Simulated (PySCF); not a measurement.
**Simulated absorption spectrum**

GaBr3.
Structure used (PBE0-D3(BJ)/def2-SVP), in Å, numbered top down from 1:
```xyz
4
GaBr3 angstrom
Ga     0.0147   -0.0225   -0.0047
Br     2.2773    0.0456    0.0731
Br    -1.1577    1.9054   -0.1895
Br    -1.0509   -2.0189    0.0906
```

Level of theory: PySCF 2.14.0, density-fitted response routines, TDDFT PBE0/def2-SVPD, vertical, gas phase, core orbitals frozen in the response. The PBE0/def2-SVPD calculation is non-relativistic and has no spin–orbit coupling, an omission that weighs most on bromine and gallium.

Broadening: Gaussians 0.5 eV wide at half height, area fixed by f = 4.319×10⁻⁹ ∫ε dν̃. The width is an assumption, not a result. The curve ends short of the highest state used, and states not computed would add to its high-energy end.

λ (nm), ε (L mol⁻¹ cm⁻¹) and a bar:
```
    178.1        560 ##
    180.7        168 #
    183.3        168 #
    185.9        460 ##
    188.5       1190 ####
    191.1       2533 ########
    193.7       4472 ###############
    196.3       6639 ######################
    198.9       8401 ###########################
    201.5       9184 ##############################
    204.1       8799 #############################
    206.7       7532 #########################
    209.3       5953 ###################
    211.9       4619 ###############
    214.5       3853 #############
    217.1       3688 ############
    219.7       3935 #############
    222.3       4306 ##############
    224.9       4540 ###############
    227.5       4480 ###############
    230.1       4102 #############
    232.7       3482 ###########
    235.3       2750 #########
    237.9       2028 #######
    240.5       1402 #####
    243.1        913 ###
    245.7        563 ##
    248.3        329 #
    250.9        183 #
    253.5         98 
    256.1         50 
    258.7         25 
    261.3         12 
    263.9          6 
    266.5          3 
    269.1          1 
    271.7          1 
    274.3          0 
    276.9          0 
    279.5          0 
    282.1          0 
    284.7          0 
    287.3          0 
    289.9          0
```

Question: Locate the maxima and give the states behind the curve.

Answer: 226 nm (5.49 eV), ε about 4600, made up of S4 (49%) and S5 (49%); 202 nm (6.14 eV), ε about 9200, made up of S9 (19%), S10 (40%) and S11 (40%) (ε in L mol⁻¹ cm⁻¹; maxima over ε = 5, shares over 10%). At its high-energy end, 6.96 eV, the curve is still rising (ε about 550, from S13 and S14). The states used: S1 5.03 eV (f 0.0000); S2 5.32 eV (f 0.0000); S3 5.33 eV (f 0.0000); S4 5.47 eV (f 0.041); S5 5.48 eV (f 0.042); S6 5.55 eV (f 0.0000); S7 5.91 eV (f 0.0000); S8 5.91 eV (f 0.0000); S9 6.07 eV (f 0.034); S10 6.15 eV (f 0.069); S11 6.17 eV (f 0.069); S12 6.88 eV (f 0.0000); S13 7.54 eV (f 0.239); S14 7.56 eV (f 0.245).

Question: Coming from long wavelengths, where does ε first pass 100 L mol⁻¹ cm⁻¹?

Answer: At about 253 nm (4.89 eV), 0.13 eV below S1.

Question: What would ε be at 6.14 eV, the highest of these maxima, with half the width (0.25 eV)?

Answer: About 17600 L mol⁻¹ cm⁻¹ against 9200, a factor of about 1.9; a lone state at its own centre would give exactly 2.

Question: On this curve, what absorbance would a 10⁻⁴ mol/L sample give at 222 nm over a 1 cm path?

Answer: 222 nm is 5.585 eV, where ε is about 4300 L mol⁻¹ cm⁻¹, so A = ε c l ≈ 0.43 (Beer–Lambert, with the gas-phase spectrum and the assumed width).

All these states lie below the vertical ionisation energy of 10.60 eV (ΔSCF).

Time: 5.1 min (grids of density and orbitals included); peak memory 0.72 GiB. Hardware: one thread, Intel Xeon at 2.50 GHz (x86_64), no GPU, shared host.
